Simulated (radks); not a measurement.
Species: Br V. Configuration: [Ar] 3d8 4s2 4p1 5p2 (not the ground configuration).

All-electron calculation, Dirac Kohn-Sham, PBE, spin-unpolarised, spherical densities, point nucleus; open shells fill j = l - 1/2 first. Program: a radial shooting solver on a logarithmic mesh with Libxc functionals.

Energy parts (eV):
total: -70583.460
kinetic: 72402.815
electron-nucleus: -167618.287
Hartree: 27039.184
exchange-correlation: -2407.172

Orbitals (lengths in bohr, moments of r in powers of bohr; <r^-3> diverges for s and p1/2; r(max) is where P^2 peaks; r(90%) holds 90 % of the orbital's charge):
| orbital | occ. | eigenvalue (eV) | r(90%) | <r^-3> | <r> | r(max) |
|---|---|---|---|---|---|---|
| 1s1/2 | 2 | -13420.69 | 0.0764 | - | 0.04275 | 0.02791 |
| 2s1/2 | 2 | -1841.401 | 0.293 | - | 0.1892 | 0.1593 |
| 2p1/2 | 2 | -1668.993 | 0.266 | - | 0.1627 | 0.1253 |
| 2p3/2 | 4 | -1621.495 | 0.272 | 1298 | 0.1666 | 0.1285 |
| 3s1/2 | 2 | -336.5478 | 0.802 | - | 0.5408 | 0.4798 |
| 3p1/2 | 2 | -276.4037 | 0.823 | - | 0.5423 | 0.4697 |
| 3p3/2 | 4 | -269.1720 | 0.837 | 199.7 | 0.5518 | 0.4780 |
| 3d3/2 | 4 | -165.2220 | 0.886 | 26.52 | 0.5478 | 0.4173 |
| 3d5/2 | 4 | -164.0015 | 0.890 | 25.69 | 0.5510 | 0.4198 |
| 4s1/2 | 2 | -86.1754 | 1.97 | - | 1.370 | 1.253 |
| 4p1/2 | 1 | -69.5445 | 2.16 | - | 1.486 | 1.342 |
| 4p3/2 | 0 | -68.4101 | 2.19 | 31.53 | 1.505 | 1.361 |
| 5p1/2 | 2 | -29.3302 | 4.44 | - | 3.164 | 3.071 |
| 5p3/2 | 0 | -29.0279 | 4.48 | 8.441 | 3.192 | 3.100 |

The highest occupied level is 5p1/2 at -29.330 eV. The configuration is held as typed, so some empty levels lie below it. The density falls to 0.001 e/bohr^3 at r = 4.57 bohr. Summed over all electrons, <r^2> = 35.05 bohr^2, which gives a Langevin (diamagnetic) susceptibility term of -27.8 x 10^-6 cm^3/mol.
